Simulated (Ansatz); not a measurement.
Potential energy surface of H3N (cation, charge +1), doublet: umbrella (inversion) coordinate, bond length relaxed. Scanned: angle between the N-H bonds and the threefold axis (90 = planar). Other coordinates (N-H bond length) were minimised at PBE0/def2-TZVP.

The free coordinates were minimised at PBE0/def2-TZVP in PySCF; the energy column is Ansatz (a program for electronic structure) with CCSD(T) on UHF/aug-cc-pVQZ, frozen core, in mEh.

```
a / °   N-H bond length / Å      E
------  -------------------  -----
90                    1.024    0.0
93.90                 1.024    0.6
96.90                 1.025    2.0
99.90                 1.026    4.2
102.90                1.027    7.5
105.90                1.029   12.1
108.90                1.031   18.2
111.90                1.033   26.1
114.90                1.036   35.8
117.90                1.039   47.8
120.90                1.042   62.2
123.90                1.046   79.2
126.90                1.051   99.2
129.90                1.056  122.4
132                   1.060  140.8
```
